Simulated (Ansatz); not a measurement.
Pulling on the Te1–F3 bond in FHTe (SMILES F[TeH]) (multiplicity 1 held, fragments rigid). Energies count from the point at 1.928 Å.
Geometry at that point (charge 0, multiplicity 1):
```json
[
 {"atom": "Te", "x (Å)": "0.1852", "y (Å)": "-0.0606", "z (Å)": "0.2005"},
 {"atom": "H", "x (Å)": "1.3119", "y (Å)": "-0.3094", "z (Å)": "-1.0040"},
 {"atom": "F", "x (Å)": "-1.2157", "y (Å)": "0.3844", "z (Å)": "-1.0470"}
]
```

R- and RO- levels are restricted; in cc, def2 and unpolarised 6-31G sets they are followed outwards from rest. U- levels take the lowest unrestricted solution at each point, which mixes spins at long bonds. Levels need not reach the same state.

Correlated levels freeze the cores. Filled d and f shells under p-block atoms count as core.

Programs: Ansatz (Gaussian orbitals).  In def2 rows elements past Kr take small-core potentials, without spin–orbit coupling.

Energies in eV.

```csv
R (Å),U-HF/def2-SVP,R-MP2/def2-SVP,R-CCSD(T)/def2-SVP,R-CCSDT/def2-SVP
1.542,3.85,4.17,4.20,4.20
1.735,0.64,0.79,0.81,0.81
1.928,0.00,0.00,0.00,0.00
2.121,0.41,0.26,0.23,0.22
2.313,1.08,0.90,0.81,0.80
2.603,1.35,1.97,1.70,1.71
2.892,1.39,2.88,2.26,2.37
3.374,1.40,3.87,2.08,2.87
3.856,1.39,4.20,0.95,2.98
4.434,1.39,3.97,-0.22,3.00
5.205,1.40,3.11,-0.78,3.00
6.169,1.40,1.72,-0.66,3.00
```

Doubts at one or more of the structures used: a spin-contaminated determinant (U-HF/def2-SVP); a restricted determinant that unrestricted orbitals would lower (R-MP2/def2-SVP, R-CCSD(T)/def2-SVP, R-CCSDT/def2-SVP); other coupled-cluster roots lie near (R-CCSD(T)/def2-SVP, R-CCSDT/def2-SVP); T1 above 0.05 (R-CCSD(T)/def2-SVP, R-CCSDT/def2-SVP).

Ansatz is a program for electronic structure.
